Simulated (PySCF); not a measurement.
PySCF input:

```python
from pyscf import gto, scf, dft

mol = gto.M(
    atom='''
    Ga   -0.17235545   -0.10141226    0.00281224
    F    -1.61889575   -0.95254242    0.02641472
    F     0.63186035    1.44430545   -0.48414334
    F     1.58070417   -0.14245412    0.44804202
    ''',
    basis='def2-tzvpd',
    charge=1,
    spin=1,
    verbose=4,
)

mf = dft.UKS(mol, xc='tpssh').density_fit(auxbasis='def2-universal-jkfit')
mf.grids.level = 3
mf.conv_tol = 1e-9
mf.max_cycle = 100
mf.max_memory = 1500
mf.kernel()
if not mf.converged:
    mf = mf.newton()
    mf.kernel(mf.make_rdm1())
for _ in range(2):
    mo, _, stable, _ = mf.stability(return_status=True)
    if stable:
        break
    mf.kernel(mf.make_rdm1(mo, mf.mo_occ))
mf.analyze()
```

Task: What final total energy does it print?

Result: -2224.11588 Eh (TPSSh/def2-TZVPD).
